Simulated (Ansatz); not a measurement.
This triplet is an excited state, 1.49 eV above the relaxed singlet at the level composite: frozen-core CCSD(T) with HF/cc-pVQZ and the correlation energy extrapolated as X^-3 from cc-pVTZ and cc-pVQZ, plus CCSDT(Q) minus CCSD(T) in cc-pVDZ // PBE0-D3(BJ)/def2-TZVP (Ansatz, a quantum-chemistry and plane-wave program).

Species: HClSi, SMILES `[SiH]Cl` (excited triplet) (charge 0, multiplicity 3).

Give a relaxed geometry from PBE0-D3(BJ)/def2-TZVP run with Ansatz.

the end point of this relaxation (outside a Z-matrix the atoms follow the SMILES, hydrogens last).
Bond lengths (Å): Si1–Cl2 2.047, Si1–H3 1.491. Angles (°): Cl2–Si1–H3 115.5.
